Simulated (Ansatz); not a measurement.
`SB(S)Br` + `CO/C=C/F` → `COB(S)Br` + `F/C=C\S`  (formal exchange of groups at a B–S bond)

Program: Ansatz. Geometries: PBE0-D4/def2-TZVP. ΔE: electronic, gas phase. CBS: MP2 limit from def2 TZ/QZ plus the TZ coupled-cluster correction, frozen cores. Double bonds are as drawn, so ΔE can hold a change between cis and trans. Functionals use def2-TZVPP. B3LYP here is the variant with VWN-RPA as its local correlation; programs differ in this. For Br outer-core shells are correlated without core-valence functions, which leaves a few kJ/mol of doubt a bond. Scalar relativity is left out up to krypton. Each species was taken in one conformer, which may not be the lowest.

`SB(S)Br`:

Z-matrix (Å, degrees):
```
B
S 1 1.791
Br 1 1.920 2 116.3
S 1 1.792 2 121.6 3 -180.0
H 2 1.345 1 97.1 3 -179.9
H 4 1.343 1 97.0 2 180.0
```

`CO/C=C/F`:

```xyz
10

C     0.572    1.299    0.110
O     0.157    0.573   -1.022
C    -0.351   -0.650   -0.787
C    -0.502   -1.240    0.393
F    -1.032   -2.475    0.449
H     0.953    2.252   -0.251
H    -0.267    1.474    0.793
H     1.366    0.767    0.648
H    -0.652   -1.157   -1.696
H    -0.244   -0.843    1.364
```

`COB(S)Br`:

```xyz
9

C     0.403   -1.078   -0.912
O     0.178   -0.822    0.464
B    -0.208    0.379    0.911
S    -0.473    1.773   -0.216
Br   -0.470    0.562    2.813
H    -0.509   -0.912   -1.491
H     0.705   -2.119   -1.004
H     1.198   -0.434   -1.299
H    -0.824    2.650    0.734
```

`F/C=C\S`:

```xyz
7

F     1.630   -0.292   -0.219
C     0.552   -0.461    0.557
C    -0.632    0.030    0.229
S    -1.039    0.950   -1.193
H     0.758   -1.028    1.455
H    -1.460   -0.144    0.904
H     0.190    0.944   -1.733
```

```
             level  ΔE (kJ/mol)  difference from CCSD(T)/CBS
            PBE-D4        -75.6                         10.7
         r2SCAN-D4        -82.3                          4.0
           ωB97X-V        -82.4                          3.9
             B3LYP        -84.9                          1.4
     HF/def2-TZVPP        -90.9                         -4.6
    MP2/def2-TZVPP        -85.9                          0.4
SCS-MP2/def2-TZVPP        -86.7                         -0.4
   CCSD/def2-TZVPP        -86.1                          0.2
      HF/CBS(def2)        -92.6                         -6.3
    CCSD/CBS(def2)        -87.9                         -1.6
       CCSD(T)/CBS        -86.3                            0
```

Largest T1 diagnostic among the species: 0.013.

In def2-TZVPP, CCSD(T) changes the Hartree–Fock value by +6.4 kJ/mol (the triples alone add +1.6 kJ/mol) and MP2 by +5.0 kJ/mol.
